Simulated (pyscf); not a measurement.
Structures and frequencies: ωB97X-D3(BJ)/def2-SVP in PySCF. Singlets are restricted, triplets unrestricted.

Singlet (Å):
```xyz
7

C     -1.7596    -0.0935     0.3235
C     -0.6629     0.2774    -0.3599
Ge     0.8103    -1.0148    -0.4725
H     -2.6360     0.5574     0.4449
H     -1.8262    -1.0822     0.7981
H     -0.6455     1.2761    -0.8153
H      1.7706    -0.0837    -1.3390
```

Triplet (Å):
```xyz
7

C      0.1254     0.3218    -0.7372
C      0.0631    -0.2898     0.4596
Ge    -1.4819    -1.2541     1.0487
H     -0.7092     0.3035    -1.4477
H      1.0230     0.8677    -1.0503
H      0.9214    -0.2462     1.1395
H     -2.6988    -1.3233     0.0968
```

For these two minima of `[CH2]=[CH][GeH]`, which spin state lies lower at ωB97X-D3(BJ)/def2-TZVP, and by how much (electronic energies)?

The singlet, by 30.2 kcal/mol. Zero-point energy shifts E(triplet) − E(singlet) by -0.1 kcal/mol. The 7 functionals that were run give +20.8 (r²SCAN) to +30.2 kcal/mol (ωB97X-D3(BJ)). Other isomers of H₂C=CH–GeH: [singlet] were not searched in full and may lie lower. 

E(triplet) − E(singlet) by level (kcal/mol):

```
level                     gap
----------------------  -----
ωB97X-D3(BJ)/def2-TZVP  +30.2
PBE/def2-TZVP           +25.5
r²SCAN/def2-TZVP        +20.8
B3LYP-D3(BJ)/def2-TZVP  +29.2
PBE0-D3(BJ)/def2-TZVP   +24.2
M06-2X/def2-TZVP        +23.2
ωB97M-D3(BJ)/def2-TZVP  +29.7
HF/def2-TZVP            +12.0
MP2/def2-QZVPP          +32.1
```

The triplet is the lowest one reached from the SCF start used. Elements up to Kr have no core potential and no relativistic terms here.
